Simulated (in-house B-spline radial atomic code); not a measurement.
# The silicon ion Si⁴⁺: [He] 2s2 2p6

All numbers are computed (Dirac-Kohn-Sham CAM-B3LYP, spherical fractional occupations; Fermi nucleus of rms radius 3.1224 fm) with an all-electron radial atomic-structure program (B-spline basis), not measured.

Screening seen three ways: the hydrogenic charge with the same mean radius, Z_r = [3n² - l(l+1)]/(2<r>), the one with the same energy, Z_e = n√(-2ε), and Slater's rules. Values are occupation-weighted means over j.

```json
{"shell": "1s", "electrons": "2", "ε (eV)": "-1862", "<r> (bohr)": "0.1112", "Z_r": "13.49", "Z_e": "11.70", "Slater": "13.70"}
{"shell": "2s", "electrons": "2", "ε (eV)": "-200.23", "<r> (bohr)": "0.5637", "Z_r": "10.64", "Z_e": "7.67", "Slater": "9.85"}
{"shell": "2p", "electrons": "6", "ε (eV)": "-155.03", "<r> (bohr)": "0.5309", "Z_r": "9.42", "Z_e": "6.75", "Slater": "9.85"}
```

The least bound orbital is 2p3/2 at -154.8 eV, while the most diffuse is 2s1/2 (<r> = 0.5637 bohr against 0.5316 bohr): energy order and size order differ.

Spin-orbit splittings of the orbital energies (j = l + 1/2 above j = l - 1/2 when positive): 2p 0.6686 eV.

For the 1s electron the small component carries 0.246 % of the norm, the zero-frequency Breit interaction raises the level by 1.123 eV, self-energy by 0.4798 eV, and vacuum polarisation lowers it by 0.02979 eV.

The density falls to 0.001 bohr⁻³ at 1.793 bohr; Σ<r²> = 2.9155 bohr² gives, by the non-relativistic formula and without the paramagnetism of open shells, a Langevin diamagnetic susceptibility of -2.309×10⁻⁶ cm³/mol.
